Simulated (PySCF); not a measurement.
# Telling isomers of C₇H₁₀N₂O apart by NMR

[PySCF 2.14.0 with density-fitted response routines: geometry: GFN2-xTB; NMR shieldings at PBE0/pcSseg-1/GIAO; no relativistic terms; one averaged value for each set of equivalent atoms; no solvent; one computed conformer]

Scale: TMS for 1H (31.72 ppm), 13C (186.93 ppm) (reference shieldings calculated alike). Where no couplings were computed, multiplicities follow the n + 1 count of equivalent neighbours, and m marks all less simple cases (inequivalent or close neighbours, rings, F or P nearby). Acid and N–H amide carbonyl carbons lie up to 10 ppm further downfield in solution (hydrogen bonding). Shifts are as computed. Against solution values, carbons near 30 ppm lie about +3 ppm off and those near 130 ppm about +5 ppm. Of 1211 compounds with measured shifts, 218 miss one by over three times the rms of a fit or turn the order of signals round; such compounds aren't used in these exercises. OH and NH positions are gas-phase values without hydrogen bonding to other molecules.

(1) Tabulate the signals of `C/N=C\[C@@H]1C=C[C@@H]1NC=O`, `CCc1nnc(C2CC2)o1`, `CCc1cncc(CO)n1`, `CCc1cc(C=O)nn1C`, `CC(=O)c1cn(C)nc1C` and their relative energies.

(2) What is the quickest way to tell CCc1nnc(C2CC2)o1 from CCc1cncc(CO)n1?

(3) What is the quickest way to tell CCc1nnc(C2CC2)o1 from CC(=O)c1cn(C)nc1C?

(4) What is the quickest way to tell CCc1cncc(CO)n1 from CC(=O)c1cn(C)nc1C?

Answers

(1) 
| SMILES | carbon types | δC | δH | E rel. (kcal/mol) |
| --- | --- | --- | --- | --- |
| C/N=C\[C@@H]1C=C[C@@H]1NC=O | 6×CH 1×CH3 | 166.3, 161.7, 151.1, 149.7, 52.4, 52.3, 43.0 | 8.23 (d, 1H), 7.70 (d, 1H), 6.75 (m, 1H), 6.46 (m, 1H), 5.76 (m, 1H), 4.41 (br, 1H), 3.92 (m, 1H), 3.54 (s, 3H) | 46.0 |
| CCc1nnc(C2CC2)o1 | 2×C 1×CH 3×CH2 1×CH3 | 177.9, 172.3, 23.3, 13.8, 11.2, 9.6 | 2.82 (q, 2H), 1.87 (m, 1H), 1.59 (t, 3H), 1.32 (m, 2H), 1.11 (m, 2H) | 25.0 |
| CCc1cncc(CO)n1 | 2×C 2×CH 2×CH2 1×CH3 | 163.8, 159.8, 147.5, 146.0, 64.5, 34.5, 19.9 | 8.77 (s, 1H), 8.71 (s, 1H), 5.22 (s, 2H), 4.24 (br s, 1H), 2.91 (q, 2H), 1.33 (t, 3H) | 3.5 |
| CCc1cc(C=O)nn1C | 2×C 2×CH 1×CH2 2×CH3 | 190.9, 155.0, 149.4, 110.4, 38.2, 22.9, 12.6 | 10.10 (s, 1H), 6.86 (s, 1H), 3.95 (s, 3H), 2.58 (q, 2H), 1.53 (t, 3H) | 7.0 |
| CC(=O)c1cn(C)nc1C | 3×C 1×CH 3×CH3 | 194.6, 156.1, 136.9, 127.3, 39.5, 30.3, 17.7 | 7.57 (s, 1H), 3.96 (s, 3H), 2.65 (s, 3H), 2.39 (s, 3H) | 0.0 |

Energies are electronic energies at PBE0/pcSseg-1 on these geometries, without zero-point or thermal terms, each for the one conformer computed, which needn't be the lowest.

(2) Count the carbon signals: 6 against 7. The first has a three-membered-ring carbon (CH) at 9.6 ppm, the second an aromatic CH next to a ring nitrogen at 147.5 ppm. Their most deshielded carbons lie at 177.9 and 163.8 ppm. In the proton spectra the most deshielded non-exchanging signals are 2.82 (q, 2H) and 8.77 (s, 1H).

(3) Count the carbon signals: 6 against 7. The first has an sp3 CH2 on an aromatic ring at 23.3 ppm, the second an aromatic CH next to a ring nitrogen at 136.9 ppm. Their most deshielded carbons lie at 177.9 and 194.6 ppm. In the proton spectra the most deshielded non-exchanging signals are 2.82 (q, 2H) and 7.57 (s, 1H).

(4) Both give the same number of carbon signals, but DEPT or the intensities differ. The first has an sp3 CH2 bonded to O, on an aromatic ring at 64.5 ppm, the second a substituted aromatic carbon (C) at 127.3 ppm. Their most deshielded carbons lie at 163.8 and 194.6 ppm. In the proton spectra the most deshielded non-exchanging signals are 8.77 (s, 1H) and 7.57 (s, 1H).
